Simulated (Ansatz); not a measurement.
Ansatz results at the PBE0-D4/def2-TZVP geometry: LUMO energy (PBE/def2-TZVPP) -2.01 eV; size of the dipole moment (B3LYP/def2-TZVPP) 0.89 D; HOMO–LUMO gap (PBE0/def2-TZVPP) 4.62 eV.

Each molecule was computed in one conformer, which needn't be the lowest.

(1) Which molecule gave them?
A. `C[O][Zr]1234([NH2])([OH])[C@@H]5[C@H]1[C@H]2[C@@]3(F)[C@@H]54`
B. `C[C@@]12[C@H]3[C@H]4[C@H]5[C@@H]1[TiH]45321678([OH])[C@@H]2[C@H]1[C@H]6[C@@]7(C)[C@@H]28`
C. `C[O][Zr]1234([N](C)C)([N](C)C)[C@H]5[C@@H]1[C@@H]2[C@@H]3[C@H]54`
D. `C[O][Sc]1234([N](C)C)[C@@H]5[C@H]1[C@H]2[C@@]3(C)[C@@H]54`

## Answers

(1) D. The others give `C[O][Zr]1234([N](C)C)([N](C)C)[C@H]5[C@@H]1[C@@H]2[C@@H]3[C@H]54`: -0.92, 0.51, 5.49; `C[O][Zr]1234([NH2])([OH])[C@@H]5[C@H]1[C@H]2[C@@]3(F)[C@@H]54`: -0.75, 1.45, 6.78; `C[C@@]12[C@H]3[C@H]4[C@H]5[C@@H]1[TiH]45321678([OH])[C@@H]2[C@H]1[C@H]6[C@@]7(C)[C@@H]28`: -2.02, 1.78, 5.41.

B3LYP here is the variant with VWN-RPA as its local correlation; programs differ in this.
